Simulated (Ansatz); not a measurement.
A run for Ansatz (a program for electronic structure): R-CCSD(T)/cc-pVDZ on GeH3N (SMILES [NH2][GeH]), a point of a torsion scan. The run froze 15 orbitals, filled d shells among them.

Ansatz 0.2 input:
```yaml
crystal:
  periodic: [false, false, false]
  atoms:
    - {symbol: N, position_ang: [-0.57465825, -0.03788254, -0.07063328]}
    - {symbol: Ge, position_ang: [0.95235967, -0.94964246, -0.34341853]}
    - {symbol: H, position_ang: [-1.40533933, -0.46958405, 0.30801256]}
    - {symbol: H, position_ang: [-0.75543802, 0.93692172, -0.25343004]}
    - {symbol: H, position_ang: [1.70650699, 0.38540382, -0.92124591]}
basis:
  gaussian:
    orbitals: cc-pVDZ
magnetization: {spin_polarized: false}
correlation: {method: ccsd_t, electrons: outside_noble_gas}
scf: {lower_state_search: off}
```

Task: Predict the final total energy.

Result: -2131.8142 hartree (reference determinant -2131.5198, T1 diagnostic 0.020).
